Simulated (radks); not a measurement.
Q: Species: Tc+. Configuration: [Kr] 4d2 5s1 5p3 (not the ground configuration). Calculated with a radial shooting solver on a logarithmic mesh with Libxc functionals: Dirac Kohn-Sham, PBE, spin-unpolarised, spherical densities, finite nucleus; open shells fill j = l - 1/2 first; Fermi nuclear charge, rms radius 4.4112 fm. Some entries of the table are withheld. Estimate them.

orbital,occ.,eigenvalue (eV),<r> (bohr),<r^2> (bohr^2)
1s1/2,2,-20882.08,0.03428,0.001586
2s1/2,2,-3000.707,0.1493,(1)
2p1/2,2,-2768.923,0.1271,(2)
2p3/2,4,-2650.691,0.1318,(3)
3s1/2,2,-543.3339,(4),0.1974
3p1/2,2,(5),0.4089,0.1947
3p3/2,4,(6),0.4195,0.2047
3d3/2,4,-277.1191,0.3967,0.1889
3d5/2,6,-273.3117,0.4001,0.1920
4s1/2,2,-96.4509,1.040,1.221
4p1/2,2,-69.8274,1.119,1.427
4p3/2,4,-66.6807,1.145,1.494
4d3/2,2,-26.3496,1.448,2.466
4d5/2,0,-25.9603,1.460,2.505
5s1/2,1,-16.9151,2.652,7.899
5p1/2,2,(7),3.115,10.96
5p3/2,1,(8),3.184,11.44

A: 
(1) 2s1/2 <r^2> (bohr^2): 0.02632
(2) 2p1/2 <r^2> (bohr^2): 0.01983
(3) 2p3/2 <r^2> (bohr^2): 0.02119
(4) 3s1/2 <r> (bohr): 0.4151
(5) 3p1/2 eigenvalue (eV): -454.2980
(6) 3p3/2 eigenvalue (eV): -434.5076
(7) 5p1/2 eigenvalue (eV): -11.1206
(8) 5p3/2 eigenvalue (eV): -10.7326
